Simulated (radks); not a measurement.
Values are calculated unless marked as measured or tabulated.
Problem. Neutral holmium, configuration [Kr] 4d10 4f11 5p6 6s2 5d2 (not the ground configuration). Code: a radial shooting solver on a logarithmic mesh with Libxc functionals. Model: scalar-relativistic Kohn-Sham, r2SCAN, spin-polarised, spherical densities, finite nucleus; open shells are filled with parallel spins first (spin-orbit coupling, left out, can overturn this in heavy ions); meta-GGA in the generalised Kohn-Sham scheme; Fermi nuclear charge, rms radius 5.2022 fm. Some entries of the table are withheld. Estimate them.

| orbital | occ. | eigenvalue (hartree) | <r> (bohr) |
|---|---|---|---|
| 1s down | 1 | -2042.423 | 0.02074 |
| 1s up | 1 | -2042.422 | 0.02074 |
| 2s up | 1 | -342.7043 | 0.08807 |
| 2s down | 1 | -342.7008 | 0.08807 |
| 2p up | 3 | -303.5269 | 0.07807 |
| 2p down | 3 | -303.5241 | 0.07807 |
| 3s up | 1 | -77.07957 | 0.2296 |
| 3s down | 1 | -77.02056 | 0.2295 |
| 3p up | 3 | -65.04613 | 0.2287 |
| 3p down | 3 | -64.98681 | 0.2286 |
| 3d up | 5 | -49.76438 | 0.2079 |
| 3d down | 5 | -49.71726 | 0.2078 |
| 4s up | 1 | -15.66914 | 0.5193 |
| 4s down | 1 | -15.53836 | 0.5194 |
| 4p up | 3 | -11.69353 | 0.5503 |
| 4p down | 3 | -11.56372 | 0.5505 |
| 4d up | 5 | -6.29786 | 0.5966 |
| 4d down | 5 | -6.16759 | 0.5970 |
| 5s up | 0 | -2.16445 | 1.259 |
| 5s down | 0 | -2.07032 | 1.264 |
| 5p up | 3 | -1.21195 | 1.473 |
| 5p down | 3 | -1.12541 | 1.477 |
| 4f up | 7 | -0.43136 | 0.8014 |
| 4f down | 4 | -0.30735 | 0.8146 |
| 6s up | 1 | -0.18918 | 3.588 |
| 6s down | 1 | -0.15535 | 3.920 |
| 5d up | 2 | (1) | (2) |
| 5d down | 0 | (3) | (4) |
| 6p up | 0 | -0.05033 | 4.995 |
| 6p down | 0 | -0.03713 | 5.096 |

Solution. 
(1) 5d up eigenvalue (hartree): -0.14395
(2) 5d up <r> (bohr): 2.457
(3) 5d down eigenvalue (hartree): -0.07737
(4) 5d down <r> (bohr): 2.722
